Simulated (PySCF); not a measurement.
Checking a proposed structure

A compound C$_{6}$H$_{13}$FOSi$_{2}$ gives the data below (simulated from a calculation) and was assigned the structure `CO/C([SiH3])=C(\F)[SiH2]C1CC1`.

13C{1H} NMR (computed): δ 143.9 (CH2), 139.8 (CH), 22.8 (CH2), 22.0 (CH2), 21.7 (CH2), 21.3 (CH).

1H NMR (600 MHz, computed): δ 6.48 (m, 1H), 6.22 (m, 1H), 6.06 (m, 1H), 5.43 (s, 3H), 2.33 (m, 1H), 2.30 (m, 1H), 2.21 (m, 1H), 2.07 (m, 1H), 2.03 (m, 1H), 1.96 (m, 1H), 1.91 (m, 1H).

Relativity neglected, a single conformation, no solvent, rapidly exchanging positions averaged. GIAO PBE0/pcSseg-1 shieldings; GFN2-xTB geometry; PySCF 2.14.0 with density-fitted response routines.

δ = σ(ref) − σ, references computed at the same level: 1H, 13C against TMS.

**Question.** Compare with the shifts computed for the proposed structure, pairing carbons in order of shift.

**Answer.** Atom-mapped SMILES (the numbers label the heavy atoms): `[CH3:1][O:2]/[C:3]([SiH3:4])=[C:5](\[F:6])[SiH2:7][CH:8]1[CH2:9][CH2:10]1` (H(Xn): hydrogen on atom n).

```json
{"atom": "C5", "computed for proposal": "155.9", "given list": "143.9", "difference": "+12.0"}
{"atom": "C3", "computed for proposal": "151.0", "given list": "139.8", "difference": "+11.2"}
{"atom": "C1", "computed for proposal": "62.4", "given list": "22.8", "difference": "+39.6"}
{"atom": "C9", "computed for proposal": "4.1", "given list": "22.0", "difference": "-17.9"}
{"atom": "C10", "computed for proposal": "4.1", "given list": "21.7", "difference": "-17.6"}
{"atom": "C8", "computed for proposal": "-3.8", "given list": "21.3", "difference": "-25.1"}
```

The rms difference is 22.7 ppm and the largest +39.6 ppm at C1 (methyl carbon bonded to O). The proposal also would give 5 carbon signals, not 6. The carbon types in order of shift don't match either: C, C, CH3, CH2, CH2, CH for the proposal against CH2, CH, CH2, CH2, CH2, CH in the data. The proposal doesn't fit.

**Question.** Which isomer fits?

**Answer.** SMILES C=C[Si@@](F)(O[SiH3])C1CCC1.

Carbon types of the structure: 2 × CH, 4 × CH2, leaving 3 H on heteroatoms. δC 143.9: terminal =CH2 carbon; as expected for a trigonal carbon in a double bond. δC 139.8: alkene CH; an sp2 carbon of a C=C bond. δC 22.8, 22.0, 21.7: sp3 CH2 in a ring; aliphatic region, no heteroatom directly attached. δH 6.48, 6.22: hydrogen on a terminal =CH2 carbon; attached to an sp2 carbon and in the plane of the double bond.

The data come from this structure; uniqueness wasn't tested.

Splittings by 19F in the carbon and heteronuclear signals aren't shown, as no couplings were computed. Shifts are as computed. Against solution values, carbons near 30 ppm lie about +3 ppm off and those near 130 ppm about +5 ppm. Of 1309 compounds with measured shifts, 239 miss one by over three times the rms of a fit or turn the order of signals round; such compounds aren't used in these exercises. No couplings were computed; multiplicities are counted from neighbouring protons, with m where these are inequivalent, close in shift, in a saturated or five-membered ring or joined by F or P, and br s for small geminal =CH2 splittings.
